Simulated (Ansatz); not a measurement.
**Cost against result**

The pair of CH₂O (SMILES C=O, atoms 1–4) and GeH₄ (SMILES [GeH4], atoms 5–9), both closed shells, in one local arrangement (a lower one may exist), relaxed at PBE0-D4/def2-TZVP:

C1  (0.133, -0.199, -2.108)
O2  (-0.498, 0.657, -1.559)
H3  (0.189, -0.266, -3.213)
H4  (0.694, -0.968, -1.541)
Ge5  (-0.109, 0.163, 1.676)
H6  (1.239, 0.488, 1.018)
H7  (-0.719, -1.078, 1.008)
H8  (-1.063, 1.355, 1.558)
H9  (0.134, -0.152, 3.162)
(Å)

Interaction energies are counterpoise-corrected; the time is that of the whole pair.

Program: Ansatz 0.2.0. Basis: as named in each row. Cores are frozen in the correlated methods. Filled d shells of the heavier atoms are correlated. The def2 sets are not built for correlating such inner shells, so the correlated values are less sure here. B3LYP uses VWN-RPA correlation. Extrapolation: Hartree–Fock as exp(−7.88 √X), correlation as X^−2.97.

Times are rough, for one single point on 4 threads of a shared host (Intel Xeon Platinum 8488C).

The estimate by CCSD(T) at an estimated basis limit (MP2 extrapolated from triple and quadruple zeta, plus CCSD(T) − MP2 in triple zeta) is -0.077 eV.

| method | basis | time (s) | interaction energy (eV) | method less estimate |
| --- | --- | --- | --- | --- |
| HF | STO-3G | under 1 | 0.037 | 0.114 |
| SPW92 | def2-SVP | under 1 | -0.111 | -0.035 |
| PBE-D4 | STO-3G | under 1 | -0.018 | 0.058 |
| PBE-D4 | def2-SVP | under 1 | -0.076 | 0.001 |
| B3LYP-D4 | 6-31G | under 1 | -0.057 | 0.020 |
| PBE0-D4 | def2-SVP | under 1 | -0.075 | 0.002 |
| PBE-D4 | def2-TZVPPD | 1 | -0.079 | -0.002 |
| revPBE-D4 | def2-TZVPPD | 1 | -0.068 | 0.009 |
| BLYP-D4 | def2-TZVPPD | 1 | -0.067 | 0.010 |
| wB97M-V | def2-SVP | 2 | -0.075 | 0.002 |
| PBE0-D4 | def2-TZVPPD | 2 | -0.076 | 0.001 |
| B3LYP-D4 | def2-TZVPPD | 2 | -0.074 | 0.003 |
| HSE06-D4 | def2-TZVPPD | 2 | -0.075 | 0.002 |
| CCSD(T) | def2-SVP | 2 | -0.031 | 0.046 |
| r2SCAN-D4 | def2-TZVPPD | 2 | -0.075 | 0.002 |
| B2PLYP | def2-TZVPPD | 3 | -0.034 | 0.043 |
| B97M-V | def2-TZVPPD | 4 | -0.083 | -0.006 |
| wB97X-V | def2-TZVPPD | 4 | -0.080 | -0.003 |
| wB97M-V | def2-TZVPPD | 4 | -0.081 | -0.005 |
| MP2 | def2-QZVPPD | 12 | -0.073 | 0.004 |
| CCSD(T) | def2-TZVPPD | 55 | -0.066 | 0.010 |

T1 diagnostic: at most 0.017.
